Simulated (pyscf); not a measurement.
## `[O]=[Mo]([F])([F])([F])[F]`, singlet

Gas-phase minimum from PySCF at ωB97X-D3(BJ)/def2-SVP, one conformer. 

SMILES: [O]=[Mo]([F])([F])([F])[F]
```xyz
6

O      0.2432     0.4372     1.0674
Mo    -0.9706    -0.0274     0.0855
F     -0.2696    -1.3765    -0.9404
F     -2.3884     1.0458     0.5344
F     -1.8474    -1.3515     1.0016
F     -0.8039     1.0261    -1.4056
```
Charge 0, spin multiplicity 1.

Bonded distances (Å): O1–Mo2 1.629, Mo2–F3 1.834, Mo2–F4 1.834, Mo2–F5 1.833, Mo2–F6 1.833. Bond angles (°): O1–Mo2–F3 105.2, O1–Mo2–F4 105.2, O1–Mo2–F5 105.1, O1–Mo2–F6 105.0, F3–Mo2–F4 149.6, F3–Mo2–F5 86.0, F3–Mo2–F6 86.2, F4–Mo2–F5 86.0, F4–Mo2–F6 86.2, F5–Mo2–F6 149.9.

Properties at ωB97X-D3(BJ)/def2-SVP:

| Property | Result |
|---|---|
| Harmonic wavenumbers, unscaled | 94, 250, 251, 269, 310, 310, 344, 639, 744, 751, 752, 1166 cm⁻¹ |
| Zero-point energy | 8.4 kcal/mol |
| Rotational symmetry number | 4 |
| Entropy of this conformer at 298 K and 1 atm, rigid rotor and harmonic oscillator, modes under 100 cm⁻¹ raised to 100 | 333.9 J/(mol K) |
| Dipole moment | 0.14 D |

Single-point totals, which compare only within one level:

| level | total energy (hartree) |
|---|---|
| ωB97X-D3(BJ)/def2-TZVP | -543.26586 |
| PBE/def2-TZVP | -542.85423 |
| r²SCAN/def2-TZVP | -543.10735 |
| B3LYP-D3(BJ)/def2-TZVP | -543.26674 |
| PBE0-D3(BJ)/def2-TZVP | -542.76242 |
| M06-2X/def2-TZVP | -542.91594 |
| ωB97M-D3(BJ)/def2-TZVP | -543.25505 |

Elements past Kr carry the def2 core potentials, without spin-orbit coupling.
